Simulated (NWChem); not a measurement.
# C3H2FN; SMILES C(=C\F)/C#N

Computed with NWChem. All runs use the structure optimised with PBE0/def2-SVP.

**Question.** Predict the results for TPSSh/def2-SVP. Quantities: highest occupied level (eV); orbital gap (eV); dipole (D).

**Answer.** 
```json
{
 "highest occupied level (eV)": "-7.45",
 "orbital gap (eV)": "5.57",
 "dipole (D)": "2.89"
}
```
